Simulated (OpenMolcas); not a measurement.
An input for doublet CH5FOSn+

CH5FOSn+ has 9 atoms, charge +1, and is taken as a doublet. As SMILES of the parent species, `[CH3][SnH]([OH])[F]`. Geometry: relaxed at PBE0-D4/def2-TZVP. This is one conformer, not always the lowest. That shape belongs to the parent species and isn't relaxed for this state.

```xyz
9

C    -0.3480    1.3209   -0.1726
Sn   -0.2712   -0.7574    0.2376
O     1.5274   -1.3464    0.7250
F    -0.6132   -1.5960   -1.4646
H    -1.3617    1.6034   -0.4558
H    -0.0436    1.8854    0.7085
H     0.3298    1.5391   -0.9976
H    -1.3087   -1.4770    1.3718
H     2.1777   -1.2184    0.0306
```

Settings wanted:

```yaml
method: HF
reference: UHF
relativity: none
basis_set: 3-21G
task: energy
nucleus: point
SCF_convergence_threshold: 1e-10
d_and_f_functions: spherical
```

**Question.** Write the OpenMolcas 26.06 input and the command.

**Answer.** One that was run (others would do as well):

input.xyz:
```
9

C     -0.348000     1.320900    -0.172600
Sn    -0.271200    -0.757400     0.237600
O      1.527400    -1.346400     0.725000
F     -0.613200    -1.596000    -1.464600
H     -1.361700     1.603400    -0.455800
H     -0.043600     1.885400     0.708500
H      0.329800     1.539100    -0.997600
H     -1.308700    -1.477000     1.371800
H      2.177700    -1.218400     0.030600
```

job.inp:
```
&gateway
 baslib = $CurrDir
 coord = input.xyz
 basis = 3-21G
 group = NoSym

&seward

&scf
 uhf
 charge = 1
 spin = 2
 thresholds = 1e-10 1e-07 1e-07 1e-05
 prorbitals = 1 1
```

```bash
$ export MOLCAS_MEM=1860
$ pymolcas job.inp > job.log
```

(Basis files named in the input come from the Basis Set Exchange and aren't shown.)

Calculated total energy: -6209.90201 Eh. The run is non-relativistic.
